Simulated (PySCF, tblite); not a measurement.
A database entry of computed molecular properties. Lists by class give the value and the number of equivalent atoms.

```json
{
 "formula": "C7H6FS",
 "smiles": "[CH2]C#CCCC(F)=C=S",
 "charge": 0,
 "multiplicity": 2,
 "geometry_level": "GFN2-xTB",
 "electronic_structure_code": "PySCF",
 "results": {
  "GFN2-xTB geometry": {
   "point_group": "C1",
   "rotational_constants_GHz": [3.055, 0.475, 0.424]
  },
  "GFN2-xTB harmonic vibrations, gas phase": {
   "strongest_ir_bands_cm-1_km_per_mol_modes": [
    [717.5, 71.5, 1],
    [1086.0, 39.0, 1],
    [1127.5, 69.9, 1],
    [1164.2, 97.3, 1],
    [1871.4, 651.9, 1],
    [2196.3, 58.8, 1]
   ],
   "zpe_kcal_per_mol": 63.2
  },
  "UKS B3LYP, pcH-1 on C F H S, non-relativistic, mean-field spin-orbit, GIAO": {
   "g_iso": 2.0027,
   "g_tensor": [2.00214, 2.00275, 2.0032],
   "s2": 0.769,
   "a_iso_by_class_MHz": [
    ["13C", -63.7, 1],
    ["13C", 62.0, 1],
    ["13C", 53.5, 1],
    ["1H", -51.9, 1],
    ["1H", -51.9, 1]
   ]
  }
 }
}
```

⟨S²⟩ is 0.019 above the pure-spin value S(S + 1) = 0.75. g_iso is shifted by about +380 ppm from the free-electron value 2.002319; the principal values span 0.0011. The rotational constants make it an asymmetric top with κ = (2B − A − C)/(A − C) = -0.96, nearer the prolate limit (−1). At 9.50 GHz, hν = g·μB·B₀ (B₀ the magnetic field) puts the centre of the isotropic spectrum, to first order, at 338.9 mT.

One conformer (not necessarily the lowest) at the GFN2-xTB geometry, without solvent or vibrations. In GFN2-xTB open shells enter through the occupations alone, without spin polarisation, so single modes can be far off. Hyperfine couplings depend on the geometry, which wasn't re-optimised at a DFT level. Couplings of like nuclei are plain means over topologically equivalent atoms, as if these changed places fast (by rotation of a methyl-like group, say); in this geometry the members of some sets differ.

Conformer computed: `[CH2:1][C:2]#[C:3][CH2:4][CH2:5][C:6]([F:7])=[C:8]=[S:9]`: C3–C4–C5–C6 177°, C4–C5–C6–F7 -67°.
